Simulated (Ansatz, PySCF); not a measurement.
Process, species as SMILES: CC(C)CCO → [CH2]C(C)CCO + H atom (the C-H bond at the site shown breaks; other sites are not compared here)
Structures are relaxed separately at B3LYP-D3(BJ)/def2-TZVP in Ansatz (a quantum-chemistry and plane-wave program), one conformer each, not searched for the lowest. Frequencies are from Ansatz or PySCF.
Geometry of the first species:
SMILES: CC(C)CCO
```xyz
18

C     -2.0355     0.9496     0.7104
C     -0.9011    -0.0693     0.5970
C     -1.4080    -1.3676    -0.0351
C      0.2782     0.5358    -0.1727
C      1.5162    -0.3390    -0.2177
O      2.5600     0.4114    -0.8379
H     -2.4179     1.2131    -0.2796
H     -1.6967     1.8691     1.1917
H     -2.8682     0.5502     1.2930
H     -0.5554    -0.3002     1.6121
H     -2.2722    -1.7535     0.5096
H     -1.7168    -1.1960    -1.0702
H     -0.6467    -2.1488    -0.0395
H     -0.0304     0.7642    -1.1980
H      0.5608     1.4865     0.2877
H      1.8025    -0.6282     0.8026
H      1.3215    -1.2571    -0.7829
H      3.3400    -0.1469    -0.9143
```
Charge 0, spin multiplicity 1.

Property: bond dissociation energy (enthalpy at 298 K, with B3LYP-D3(BJ) rigid-rotor harmonic-oscillator terms), in kcal/mol. Valence correlation only, unless marked. Open shells are spin-unrestricted. Spin-orbit coupling is left out. Non-relativistic unless marked X2C. CBS marks a two-point X^-3 extrapolation of the correlation energy; Hartree-Fock from the larger set. [CCSD(T)-MP2]/basis is that difference in the basis named.

| level | program | bond dissociation energy (kcal/mol) | minus last row |
|---|---|---|---|
| HF/STO-3G | Ansatz | 104.4 | 2.0 |
| BLYP-D4/def2-TZVPD | Ansatz + dftd4 | 98.1 | -4.3 |
| r2SCAN-D4/def2-TZVPD | Ansatz + dftd4 | 96.2 | -6.2 |
| B97M-V/def2-TZVPD | Ansatz | 99.7 | -2.7 |
| BHLYP/def2-TZVPD | Ansatz | 97.9 | -4.5 |
| r2SCANh-D4/def2-TZVPD | Ansatz + dftd4 | 96.2 | -6.2 |
| r2SCAN0/def2-TZVPD | Ansatz | 96.1 | -6.3 |
| LC-wPBE-D4/def2-TZVPD | Ansatz + dftd4 | 97.8 | -4.6 |
| MP2/STO-3G | Ansatz | 116.2 | 13.8 |
| MP2/6-31G | Ansatz | 90.6 | -11.8 |
| RI-MP2/cc-pVTZ | Ansatz | 100.7 | -1.7 |
| RI-MP2/CBS(cc-pVTZ,cc-pVQZ) | Ansatz | 102.3 | -0.1 |
| CCSD/cc-pVDZ | Ansatz | 97.3 | -5.1 |
| X2C-CCSD(T)/cc-pVTZ-DK | Ansatz | 100.9 | -1.5 |
| RI-MP2/CBS(cc-pVTZ,cc-pVQZ)+[CCSD(T)-MP2]/cc-pVTZ | Ansatz | 102.4 | 0.0 |
